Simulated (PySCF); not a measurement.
Bond length, frequency and bond energy of SbO⁺ by level of theory

State: ¹Σ⁺ (singlet), closed shell. Set-up: Sb def2-TZVPPD with ECP28, O def2-TZVPPD; scalar-relativistic core potentials (PySCF 2.14). De refers to Sb⁺ + O in their high-spin ground configurations, without counterpoise correction. A positive dipole points towards O; it is taken about the centre of mass and depends on that origin. Levels whose curve was spin-contaminated or gave no clean fit are not listed.

| Level | Re (Å) | ωe (cm⁻¹) | De (eV) | μ (D) | CPU s a point (SCF and correlation, without the integrals) |
| --- | --- | --- | --- | --- | --- |
| RHF | 1.712 | 1134 | 1.05 | -4.37 | 0.63 |
| RHF-CCSD | 1.755 | 996 | 4.59 | n/a | n/a |
| RHF-CCSD(T) | 1.780 | 910 | 5.19 | n/a | 28 |
| PBE | 1.784 | 916 | 5.89 | -3.17 | 2.6 |
| revPBE | 1.788 | 908 | 5.53 | -3.17 | 1.6 |
| r²SCAN | 1.765 | 964 | 5.31 | -3.25 | 4.5 |
| PBE0 | 1.753 | 998 | 4.95 | -3.50 | 5.3 |
| r²SCAN0 | 1.743 | 1024 | 4.53 | -3.56 | 4.5 |
| B97-3 | 1.756 | 993 | 5.06 | -3.62 | 2.5 |
| M06 | 1.760 | 986 | 5.49 | -3.69 | 4.5 |
| ωB97X-V | 1.744 | 1034 | 5.10 | -3.66 | 7 |
| B2PLYP | 1.792 | 864 | 5.50 | -4.07 | 3.1 |

Problem. Which functional lies closest to RHF-CCSD(T) in De, which farthest, and by how much do they differ from it?

Solution. Closest is ωB97X-V (-3.6 pm in Re, +13.6 % in ωe, -0.09 eV in De against RHF-CCSD(T) in the same basis), farthest PBE (+0.4 pm in Re, +0.7 % in ωe, +0.70 eV in De). CCSD(T) converges more slowly with the basis than the functionals do and binds too weakly in this one, so the order can change at the basis-set limit.

Problem. What does the step from GGA to meta-GGA do here, going from PBE to r²SCAN?

Solution. r²SCAN less PBE: -1.9 pm in Re, +5.2 % in ωe, -0.58 eV in De. 

Problem. What does the triples do here, going from RHF-CCSD to RHF-CCSD(T)?

Solution. RHF-CCSD(T) less RHF-CCSD: +2.5 pm in Re, -8.6 % in ωe, +0.60 eV in De. Correlation nearly always deepens the well. The bond lengthens, as in strong covalent bonds, where excitations into antibonding orbitals dominate.

Correlated steps freeze 5 core orbitals. These are scalar-relativistic numbers at best; spin–orbit coupling would shift them, the dissociation energy most. For an ion De counts to the pair picked by the measured ionisation energies or electron affinities, which need not be the lowest pair at this level. Where the molecule has an RHF reference, its open-shell atoms are computed with UHF. B2PLYP dipoles, levels and charges come from its SCF part alone. The CCSD T1 diagnostic is raised, a sign that a single reference may not be enough here.

The whole job (state search and all levels along the bond) took about 7.3 min on 2 threads of Arm Neoverse V2 (shared host), peak memory 2.7 GiB.
